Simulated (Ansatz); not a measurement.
Gas-phase electronic energies from Ansatz, PBE0-D4/def2-TZVP geometries. CBS: MP2 limit from def2 TZ/QZ plus the TZ coupled-cluster correction, frozen cores. This one scheme is used for every species. DFT in def2-TZVPP. For Ge outer-core shells are correlated without core-valence functions, which leaves a few kJ/mol of doubt a bond. Scalar relativity is left out up to krypton. One conformer a species, not always the lowest.

`[CH3][Al]([NH2])[SiH2][SiH3]` + `S[S][GeH3]` → `[SiH3][SiH2][S][GeH3]` + `[CH3][Al]([NH2])[SH]`  (redistribution)

`[CH3][Al]([NH2])[SiH2][SiH3]`:

Z-matrix (Å, degrees):
```
C
Al 1 1.950
H 1 1.095 2 110.8
H 1 1.093 2 112.5 3 120.8
H 1 1.095 2 111.1 3 -118.2
N 2 1.770 1 120.2 3 -119.5
Si 2 2.450 1 123.2 3 58.3
H 6 1.007 2 124.6 1 -179.7
H 6 1.008 2 125.3 1 -0.1
Si 7 2.340 2 110.7 1 -66.7
H 7 1.494 2 112.9 1 172.6
H 7 1.494 2 111.7 1 52.1
H 10 1.490 7 109.8 2 57.7
H 10 1.489 7 112.9 2 178.5
H 10 1.490 7 110.1 2 -60.6
```

`S[S][GeH3]`:

```xyz
7

S    -2.037    0.745    0.564
S    -0.158    0.594    1.391
Ge    0.843   -0.612   -0.201
H    -1.845    1.868   -0.154
H     0.846    0.198   -1.506
H     2.276   -0.865    0.294
H     0.075   -1.927   -0.387
```

`[SiH3][SiH2][S][GeH3]`:

Cartesian coordinates in Å:
```
Si -0.310 -1.328 -1.602
Si 1.322 -0.366 -0.225
S 0.684 -0.277 1.817
Ge -0.746 1.422 1.671
H 0.168 -1.388 -3.011
H -0.608 -2.706 -1.130
H -1.560 -0.524 -1.560
H 1.673 0.998 -0.711
H 2.549 -1.205 -0.227
H -1.236 1.662 3.104
H -0.016 2.657 1.122
H -1.919 1.055 0.750
```

`[CH3][Al]([NH2])[SH]`:

Cartesian coordinates in Å:
```
C -0.548 -1.249 1.077
Al 0.056 0.296 0.067
N 0.454 0.202 -1.653
S 0.246 2.233 1.084
H -1.592 -1.133 1.382
H 0.038 -1.377 1.992
H -0.472 -2.173 0.498
H 0.397 -0.644 -2.196
H 0.766 0.964 -2.232
H 0.654 2.882 -0.020
```

| level | ΔE (kJ/mol) | difference from CCSD(T)/CBS |
| --- | --- | --- |
| r2SCAN-D4 | -198.4 | 6.2 |
| ωB97X-V | -199.6 | 5.0 |
| ωB97M-V | -204.0 | 0.6 |
| PBE0 | -188.3 | 16.3 |
| HF/def2-TZVPP | -215.4 | -10.8 |
| MP2/def2-TZVPP | -217.2 | -12.6 |
| SCS-MP2/def2-TZVPP | -211.7 | -7.1 |
| MP2/def2-QZVPP | -217.6 | -13.0 |
| SCS-MP2/def2-QZVPP | -212.7 | -8.1 |
| CCSD/CBS(def2) | -206.6 | -2.0 |
| CCSD(T)/CBS | -204.6 | 0 |

Largest T1 diagnostic among the species: 0.013.

From PBE to PBE0 (25 % exact exchange), in def2-TZVPP and without D4, ΔE moves by −12.8 kJ/mol. The D4 term adds −5.3 kJ/mol with B3LYP and −2.8 kJ/mol with PBE0; it sums over pairs of atoms, weighted by their polarisabilities, and B3LYP, whose exchange is more repulsive, gets the larger term.

B3LYP here is the variant with VWN-RPA as its local correlation; programs differ in this.
